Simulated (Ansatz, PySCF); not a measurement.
Input for PySCF:
```python
from pyscf import gto, scf, dft

mol = gto.Mole()
mol.atom = '''
    As    0.004000   -0.002600    0.658800
    H    -0.720900   -0.972000   -0.225500
    H    -0.489900    1.115700   -0.208300
    H     1.206800   -0.141100   -0.225000
'''
mol.basis = 'def2-svp'
mol.charge = 0
mol.spin = 2
mol.verbose = 3
mol.build()

mf = dft.UKS(mol)
mf.xc = 'revpbe'
mf.grids.atom_grid = (99, 590)
mf.grids.prune = None
mf.kernel()
```

Q: Convert this to an input for Ansatz (a quantum-chemistry and plane-wave program).

A: One answer among several that fit: 
Ansatz 0.2 input:
```yaml
crystal:
  periodic: [false, false, false]
  atoms:
    - {symbol: As, position_ang: [0.00400000, -0.00260000, 0.65880000]}
    - {symbol: H, position_ang: [-0.72090000, -0.97200000, -0.22550000]}
    - {symbol: H, position_ang: [-0.48990000, 1.11570000, -0.20830000]}
    - {symbol: H, position_ang: [1.20680000, -0.14110000, -0.22500000]}
basis:
  gaussian:
    orbitals: def2-SVP
hamiltonian:
  xc: revpbe
magnetization: {spin_polarized: true, initial_magnetization: 2}
accuracy: high
```

Both were run: PySCF gave -2236.979236 Eh and Ansatz -2236.979236 Eh, 0.000 mEh apart.
